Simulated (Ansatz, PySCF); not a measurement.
Caution: the highest occupied level lies above zero, so the state may not be bound. This triplet is an excited state, 1.06 eV above the relaxed singlet at the level frozen-core CCSD(T)/aug-cc-pVTZ // B3LYP-D3(BJ)/def2-TZVPD (Ansatz, a first-principles code).

# HBClS, SMILES `S[B-]Cl` (excited triplet; H–S–B–Cl torsion 89°) (charge -1, multiplicity 3)

The numbers are results of PBE-D3(BJ)/def2-TZVPD // B3LYP-D3(BJ)/def2-TZVPD in PySCF, not measurements.

The highest occupied spin orbital is 1.78 eV, the total energy is -883.4867 Ha and the cost comes out as around 2.7 core-minutes (rough).

```xyz
4

S     -0.9916    -0.1635     0.6338
B      0.6180     0.5815     0.2821
Cl     2.0990    -0.3238    -0.3714
H     -1.7254    -0.0942    -0.5444
```
Charge -1, spin multiplicity 3.
